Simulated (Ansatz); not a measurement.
Consider the substitution at a C–O bond: `COCF` + `OCCCF` → `FCCCOCF` + CH₃OH.

Gas-phase electronic energies from Ansatz, PBE0-D4/def2-TZVP geometries. CCSD(T)/CBS adds triple-zeta CCSD(T) − MP2 to the extrapolated MP2 energy (def2 sets, frozen cores). This one scheme is used for every species. Functionals use def2-TZVPP. B3LYP here is the variant with VWN-RPA as its local correlation; programs differ in this. One conformer a species, not always the lowest.

```json
{"level": "B3LYP-D4", "ΔE (kJ/mol)": "-1.3"}
{"level": "PBE0", "ΔE (kJ/mol)": "2.4"}
```

(1) What does CCSD(T)/CBS give? (An estimate is asked.)

Largest T1 diagnostic among the species: 0.011.

Answers

(1) The calculation gave: -0.5 kJ/mol. The listed levels differ from it by -0.8, 2.9 kJ/mol.

The D4 term adds −4.1 kJ/mol with B3LYP and −2.6 kJ/mol with PBE0; it sums over pairs of atoms, weighted by their polarisabilities, and B3LYP, whose exchange is more repulsive, gets the larger term. In def2-TZVPP, CCSD(T) changes the Hartree–Fock value by −5.6 kJ/mol (the triples alone add −1.1 kJ/mol) and MP2 by −5.4 kJ/mol.
